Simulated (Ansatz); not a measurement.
One change: `SB(S)Cl` becomes `SBCl`.

Ansatz, PBE0-D4/def2-TZVP geometries, multiplicity 1. Each molecule was computed in one conformer, which needn't be the lowest.

| property | `SB(S)Cl` |
| --- | --- |
| HOMO energy (B3LYP/def2-TZVPP) / eV | -7.50 |
| HOMO–LUMO gap (B3LYP/def2-TZVPP) / eV | 6.36 |
| zero-point energy (PBE0-D4/def2-TZVP) / kJ/mol | 66.2 |
| size of the dipole moment (ωB97M-V/def2-TZVPP) / D | 1.08 |
| size of the dipole moment (B3LYP/def2-TZVPP) / D | 1.08 |
| HOMO energy (PBE0/def2-TZVPP) / eV | -7.76 |

(1) What does the change do to each property? (An estimate is asked.)

Results:

(1) The calculation gave: 
| property | `SBCl` | shift |
| --- | --- | --- |
| HOMO energy (B3LYP/def2-TZVPP) / eV | -8.05 | -0.55 |
| HOMO–LUMO gap (B3LYP/def2-TZVPP) / eV | 6.58 | 0.22 |
| zero-point energy (PBE0-D4/def2-TZVP) / kJ/mol | 62.4 | -3.8 |
| size of the dipole moment (ωB97M-V/def2-TZVPP) / D | 1.52 | 0.44 |
| size of the dipole moment (B3LYP/def2-TZVPP) / D | 1.52 | 0.44 |
| HOMO energy (PBE0/def2-TZVPP) / eV | -8.32 | -0.56 |

With PBE0 the HOMO falls by 0.56 eV and the LUMO falls by 0.30 eV, so the gap widens by about 0.26 eV. PBE moves the HOMO by -0.55 eV and ωB97M-V by -0.59 eV. The zero-point energy changes by -3.8 kJ/mol with -3 modes. Dipoles are sizes alone; their direction can turn.

B3LYP here is the variant with VWN-RPA as its local correlation; programs differ in this.
